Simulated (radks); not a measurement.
Isoelectronic series with 1 electrons, each ion in its NIST ground configuration. Calculated with a radial shooting solver on a logarithmic mesh with Libxc functionals: scalar-relativistic Kohn-Sham, PBEsol, spin-polarised, spherical densities, point nucleus; open shells are filled with parallel spins first (spin-orbit coupling, left out, can overturn this in heavy ions). Total energies (hartree) and mean radii <r> (bohr) (* marks an orbital that is empty in some or all of the ions):

[
 {"ion": "Fe25+", "configuration": "1s1", "E (hartree)": "-340.59268", "2s up*": "0.2305", "1s up": "0.05708"},
 {"ion": "Cu28+", "configuration": "1s1", "E (hartree)": "-424.75209", "2s up*": "0.2058", "1s up": "0.05101"},
 {"ion": "Ge31+", "configuration": "1s1", "E (hartree)": "-518.55340", "2s up*": "0.1857", "1s up": "0.04607"},
 {"ion": "Br34+", "configuration": "1s1", "E (hartree)": "-622.14620", "2s up*": "0.1690", "1s up": "0.04196"},
 {"ion": "Sr37+", "configuration": "1s1", "E (hartree)": "-735.69929", "2s up*": "0.1550", "1s up": "0.03848"},
 {"ion": "Nb40+", "configuration": "1s1", "E (hartree)": "-859.40217", "2s up*": "0.1429", "1s up": "0.03550"},
 {"ion": "Ru43+", "configuration": "1s1", "E (hartree)": "-993.46683", "2s up*": "0.1324", "1s up": "0.03292"},
 {"ion": "Ag46+", "configuration": "1s1", "E (hartree)": "-1138.12970", "2s up*": "0.1233", "1s up": "0.03065"},
 {"ion": "Sn49+", "configuration": "1s1", "E (hartree)": "-1293.65405", "2s up*": "0.1152", "1s up": "0.02865"},
 {"ion": "I52+", "configuration": "1s1", "E (hartree)": "-1460.33276", "2s up*": "0.1080", "1s up": "0.02686"},
 {"ion": "Ba55+", "configuration": "1s1", "E (hartree)": "-1638.4915", "2s up*": "0.1015", "1s up": "0.02525"},
 {"ion": "Pr58+", "configuration": "1s1", "E (hartree)": "-1828.4926", "2s up*": "0.09563", "1s up": "0.02379"},
 {"ion": "Sm61+", "configuration": "1s1", "E (hartree)": "-2030.7395", "2s up*": "0.09030", "1s up": "0.02246"},
 {"ion": "Tb64+", "configuration": "1s1", "E (hartree)": "-2245.6819", "2s up*": "0.08542", "1s up": "0.02125"},
 {"ion": "Er67+", "configuration": "1s1", "E (hartree)": "-2473.8224", "2s up*": "0.08094", "1s up": "0.02013"},
 {"ion": "Lu70+", "configuration": "1s1", "E (hartree)": "-2715.7239", "2s up*": "0.07679", "1s up": "0.01910"},
 {"ion": "W73+", "configuration": "1s1", "E (hartree)": "-2972.0189", "2s up*": "0.07295", "1s up": "0.01814"},
 {"ion": "Ir76+", "configuration": "1s1", "E (hartree)": "-3243.4203", "2s up*": "0.06937", "1s up": "0.01725"}
]
